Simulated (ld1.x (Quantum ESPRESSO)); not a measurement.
## In: one change to an RRKJ potential, before and after

indium (In), norm-conserving RRKJ (Kleinman–Bylander form), made with ld1.x (Quantum ESPRESSO) 7.5 (PBE, fully relativistic). Core [Kr] 4d10, reference 5s2 5p1. Waves: 5p (bound): rc 2.80 bohr; 5d channel at 0.3 Ry: rc 3.00 bohr; 5s (bound): rc 2.40 bohr. Local part: the s channel. Core correction: none. rho0 = 0.005.

Open shells are filled in proportion to 2j + 1 (rel_dist='average').

All-electron outer shells of the reference configuration (PBE, scalar-relativistic, ld1.x):

```csv
shell,level (eV),outermost node (bohr),outermost maximum (bohr)
4p,-78.13,0.42,0.82
4d,-18.62,0.40,0.94
5s,-8.21,1.02,2.16
5p,-2.52,1.14,2.85
```

Change: local potential all-electron potential smoothed inside 2.75 bohr (lloc = -1).

Cutoffs: the cutoffs (Ry, on a coarse ladder) from which the occupation-weighted sum of valence levels, in a spherical-Bessel basis at the reference potential, stays within 10 and 1 mRy of its value at 400 Ry; they do not see the model core or the augmentation charge, which bear on the density cutoff. Errors are all-electron minus pseudo energies relative to the spin-unpolarised reference configuration.

Task: What does the change do?

Result: The potential gets harder (15 Ry and 25 Ry → 18 Ry and 30 Ry); of the 7 tests that both files solve, the error grows in 1 and shrinks in 0 by more than 15 % and 0.3 meV (median size 19.8 → 20.1 meV); neither file shows a bound ghost.

| quantity | base | changed |
| --- | --- | --- |
| cutoff, loose | 15 Ry | 18 Ry |
| cutoff, tight | 25 Ry | 30 Ry |
| loose cutoff by channel (10 mRy a level) | p 8 Ry, s 8 Ry | s 10 Ry, p 8 Ry |
| bound ghosts | none | none |
| error for 5s2 5p0, meV [ΔE 5.37 eV] | +24 | +23 |
| error for 5s1 5p0, meV [ΔE 24.61 eV] | +117 | +118 |
| error for 5s2 5p0.5, meV [ΔE 1.95 eV] | +4.1 | +4.0 |
| error for 5s1 5p1, meV [ΔE 11.95 eV] | +9.3 | +11 |
| error for 5s1 5p2, meV [ΔE 5.83 eV] | +20 | +20 |
| error for 5s2 5p1.3, meV [ΔE -0.53 eV] | +0.8 | +0.8 |
| error for 5s0 5p3, meV [ΔE 11.92 eV] | +98 | +100 |
| s: phases at 3.24 bohr within 0.05 rad from the reference energy up to (Ry; the scan ends near 5) | 1.3 | 1.5 |
| p1/2: phases at 3.24 bohr within 0.05 rad from the reference energy up to (Ry; the scan ends near 5) | 2.4 | 2.2 |
| p3/2: phases at 3.24 bohr within 0.05 rad from the reference energy up to (Ry; the scan ends near 5) | 2.4 | 2.2 |
| d3/2: phases at 3.24 bohr within 0.05 rad from the reference energy up to (Ry; the scan ends near 5) | 0.7 | 0.7 |
| d5/2: phases at 3.24 bohr within 0.05 rad from the reference energy up to (Ry; the scan ends near 5) | 0.7 | 0.7 |
